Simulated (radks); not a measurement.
Values are calculated unless marked as measured or tabulated.
All-electron atom: Nd+ in [Xe] 4f4 6s1.

Level of theory: Dirac Kohn-Sham, PBE, spin-unpolarised, spherical densities, finite nucleus; open shells fill j = l - 1/2 first; Fermi nuclear charge, rms radius 4.9123 fm (a radial shooting solver on a logarithmic mesh with Libxc functionals).

Energy parts (Ry):
total: -19258.3405
kinetic: 20766.6657
electron-nucleus: -47028.6584
Hartree: 7449.6087
exchange-correlation: -445.9565

Orbitals (lengths in bohr, moments of r in powers of bohr; <r^-3> diverges for s and p1/2; r(max) is where P^2 peaks):
| orbital | occ. | eigenvalue (Ry) | <1/r> | <r> | r(max) | <r^-3> |
|---|---|---|---|---|---|---|
| 1s1/2 | 2 | -3187.125 | 66.04 | 0.02363 | 0.01510 | - |
| 2s1/2 | 2 | -515.6208 | 15.63 | 0.1005 | 0.08565 | - |
| 2p1/2 | 2 | -487.8515 | 15.61 | 0.08422 | 0.06508 | - |
| 2p3/2 | 4 | -449.6276 | 14.03 | 0.09063 | 0.07053 | 7951 |
| 3s1/2 | 2 | -112.1839 | 5.664 | 0.2659 | 0.2440 | - |
| 3p1/2 | 2 | -100.3207 | 5.578 | 0.2556 | 0.2308 | - |
| 3p3/2 | 4 | -92.69006 | 5.182 | 0.2681 | 0.2425 | 1633 |
| 3d3/2 | 4 | -72.02621 | 5.051 | 0.2394 | 0.1941 | 270.2 |
| 3d5/2 | 6 | -70.37677 | 4.951 | 0.2433 | 0.1974 | 243.9 |
| 4s1/2 | 2 | -22.64386 | 2.352 | 0.6074 | 0.5656 | - |
| 4p1/2 | 2 | -18.16660 | 2.246 | 0.6239 | 0.5731 | - |
| 4p3/2 | 4 | -16.51323 | 2.115 | 0.6521 | 0.5981 | 354.8 |
| 4d3/2 | 4 | -9.15551 | 1.893 | 0.7016 | 0.6142 | 48.91 |
| 4d5/2 | 6 | -8.86353 | 1.861 | 0.7117 | 0.6224 | 43.66 |
| 4f5/2 | 4 | -0.56876 | 1.253 | 1.101 | 0.6608 | 4.957 |
| 4f7/2 | 0 | -0.53915 | 1.236 | 1.121 | 0.6660 | 4.780 |
| 5s1/2 | 2 | -3.40317 | 0.9008 | 1.474 | 1.322 | - |
| 5p1/2 | 2 | -2.21239 | 0.7897 | 1.664 | 1.450 | - |
| 5p3/2 | 4 | -1.99025 | 0.7431 | 1.754 | 1.523 | 47.07 |
| 6s1/2 | 1 | -0.60182 | 0.3129 | 4.024 | 3.548 | - |

The highest occupied level is 4f5/2 at -7.738 eV. Summed over all electrons, <r^2> = 60.98 bohr^2, which gives a Langevin (diamagnetic) susceptibility term of -48.3 x 10^-6 cm^3/mol.
